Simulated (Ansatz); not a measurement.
**Ligand exchange: C2H3Br + C2H10Si2 → C2H6Si + C2H7BrSi**

Gas-phase species: C2H3Br `C=CBr`, singlet; C2H10Si2 `CC[SiH2][SiH3]`, singlet; C2H6Si (vinylsilane) `C=C[SiH3]`, singlet; C2H7BrSi `CC[SiH2]Br`, singlet. The partners trade Br for SiH3: C–Br and Si–SiH3 bonds give way to C–SiH3 and Si–Br.

Shapes, held fixed at every level: PBE0-D4/def2-TZVP. Flexible molecules stand in one conformer, not always the lowest. Programs: Ansatz 0.2.0. The zero-point and thermal change to 298 K, harmonic and unscaled (PBE0-D4/def2-TZVP), is +2.8 kJ/mol.

```json
{"level": "SPW92/def2-TZVPP", "kind": "LDA", "ΔH(298 K) (kJ/mol)": "-122.7", "less CCSD(T)/def2-TZVPP": "+18.7"}
{"level": "PBE-D4/def2-TZVPP", "kind": "GGA", "ΔH(298 K) (kJ/mol)": "-122.6", "less CCSD(T)/def2-TZVPP": "+18.8"}
{"level": "B3LYP-D4/def2-TZVPP", "kind": "global hybrid", "ΔH(298 K) (kJ/mol)": "-139.0", "less CCSD(T)/def2-TZVPP": "+2.4"}
{"level": "B2PLYP/def2-TZVPP", "kind": "double hybrid", "ΔH(298 K) (kJ/mol)": "-145.8", "less CCSD(T)/def2-TZVPP": "-4.4"}
{"level": "CCSD/def2-SVP", "kind": "coupled cluster or CI", "ΔH(298 K) (kJ/mol)": "-142.6", "less CCSD(T)/def2-TZVPP": "-1.2"}
{"level": "CCSD/def2-TZVPP", "kind": "coupled cluster or CI", "ΔH(298 K) (kJ/mol)": "-145.1", "less CCSD(T)/def2-TZVPP": "-3.7"}
{"level": "CCSD(T)/def2-TZVPP", "kind": "coupled cluster or CI", "ΔH(298 K) (kJ/mol)": "-141.4", "less CCSD(T)/def2-TZVPP": "0.0"}
```

The highest level, CCSD(T)/def2-TZVPP, gives ΔH(298 K) = -141.4 kJ/mol; the levels span -145.8 to -122.6. The column of differences is taken from that level and isn't an error. No measured value is set beside it here. Relativity is left out for Br. Outer-core shells of Br are correlated, in sets that cover them unevenly.
